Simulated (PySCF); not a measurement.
Dipole response of Kr(2+) (krypton, charge +2)

[Ar] 3d10 4s2 4p4, high-spin 3P determinant. Computed with PySCF 2.14 in x2c-QZVPPall with one added diffuse shell each of s, p, d, f type (12s9p6d5f1g, 113 functions), with the spin-free X2C one-electron Hamiltonian (Gaussian nucleus). Coupled (time-dependent) response in atomic units; α is the mean over directions.

| method | mean α (bohr³) | α xx, yy, zz | C₆ (like pair) | S(−4) |
| --- | --- | --- | --- | --- |
| CAM-B3LYP | 7.425 | 7.390, 7.496, 7.390 | 36.73 | 10.65 |

S(−4) is the Cauchy moment in α(ω) = α(0) + S(−4) ω² + …

Spin-orbit coupling is absent.

α(iu) at CAM-B3LYP:

| u (hartree) | α(iu) (bohr³) |
| --- | --- |
| 0 | 7.425 |
| 0.0500 | 7.399 |
| 0.100 | 7.321 |
| 0.200 | 7.025 |
| 0.300 | 6.587 |
| 0.500 | 5.513 |
| 0.750 | 4.224 |
| 1.00 | 3.220 |
| 1.50 | 1.978 |
| 2.00 | 1.330 |
| 3.00 | 0.7402 |
| 5.00 | 0.3569 |

A single London oscillator, α(iu) = α/(1 + u²/ω²), gives C₆ = (3/4) ω α². Matching the computed C₆ needs ω = 4 × 36.73 / (3 × 7.425²) = 0.888 hartree.

For an ion, C₆ is the dispersion term alone; charge-induced terms of lower order in 1/R come first.

The components differ because the open shell of this determinant is not spherical; for a pure term their mean is the scalar polarisability.
